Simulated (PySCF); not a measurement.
A side-by-side comparison of computed properties.

First species: C5H9FSSi.
SMILES: `CCC1=CS[C@@H](F)[SiH2]1`

Second species: C3H5FO2Si.
InChI=1S/C3H5FO2Si/c4-2-1-3(2)6-7-5/h1-2,5H,7H2/t2-/m0/s1

Levels: CAM-B3LYP/def2-SVPD for dipole moment, HOMO energy, LUMO energy, HOMO–LUMO gap, static isotropic polarisability and electronic spatial extent ⟨r²⟩ about the centre of nuclear charge; TDDFT CAM-B3LYP/def2-SVPD for lowest singlet excitation; TDA CAM-B3LYP/def2-SVPD for lowest triplet excitation (Tamm–Dancoff); GFN2-xTB for rotational constant A and rotational constant C. Geometries: GFN2-xTB. Each species is one conformer at its optimised geometry, gas phase, non-relativistic unless stated; the electronic structure was computed with PySCF and density fitting.

Dipoles, sizes and rotational constants follow the conformer. The torsions of the flexible species, by atom-mapped SMILES:
- `[CH3:1][CH2:2][C:3]1=[CH:4][S:5][C@@H:6]([F:7])[SiH2:8]1`: C1–C2–C3–C4 -109°
- `[OH:1][SiH2:2][O:3][C:4]1=[CH:5][C@@H:6]1[F:7]`: O1–Si2–O3–C4 176°, Si2–O3–C4–C5 163°, H–O1–Si2–O3 -13°

| property | column X | column Y |
| --- | --- | --- |
| dipole moment | 2.43 D | 2.58 D |
| HOMO energy | -9.02 eV | -7.61 eV |
| LUMO energy | 0.72 eV | 0.50 eV |
| HOMO–LUMO gap | 9.74 eV | 8.11 eV |
| lowest singlet excitation | 6.75 eV | 4.98 eV |
| lowest triplet excitation (Tamm–Dancoff) | 4.89 eV | 3.52 eV |
| static isotropic polarisability | 64.9 au | 103.7 au |
| electronic spatial extent ⟨r²⟩ about the centre of nuclear charge | 1118 bohr² | 1486 bohr² |
| rotational constant A | 5.691 GHz | 2.283 GHz |
| rotational constant C | 0.967 GHz | 0.816 GHz |

(1) Which column belongs to which species?

(2) How does each property change from the first species to the second?

Results:

(1) Column X is the second species and column Y the first. The first has 17 atoms and 78 electrons, the second 12 and 62.

(2) dipole moment -0.15 D; HOMO energy -1.41 eV; LUMO energy +0.22 eV; HOMO–LUMO gap +1.63 eV; lowest singlet excitation +1.77 eV; lowest triplet excitation (Tamm–Dancoff) +1.37 eV; static isotropic polarisability -38.8 au; electronic spatial extent ⟨r²⟩ about the centre of nuclear charge -368 bohr²; rotational constant A +3.408 GHz; rotational constant C +0.151 GHz.

On the first: The dipole equals about 8.6 × 10⁻³⁰ C·m (1 D = 3.33564 × 10⁻³⁰ C·m). The polarisability is 15.36 Å³ as a volume (1 au = 0.148185 Å³), or 1.33 au for each of the 78 electrons.

On the second: The vertical singlet–triplet gap S1 − T1 is 1.86 eV (TDDFT singlet less Tamm–Dancoff triplet). The polarisability is 9.62 Å³ as a volume (1 au = 0.148185 Å³), or 1.05 au for each of the 62 electrons. GFN2-xTB frequencies show an imaginary mode (84i cm⁻¹), so this geometry is no minimum at that level.
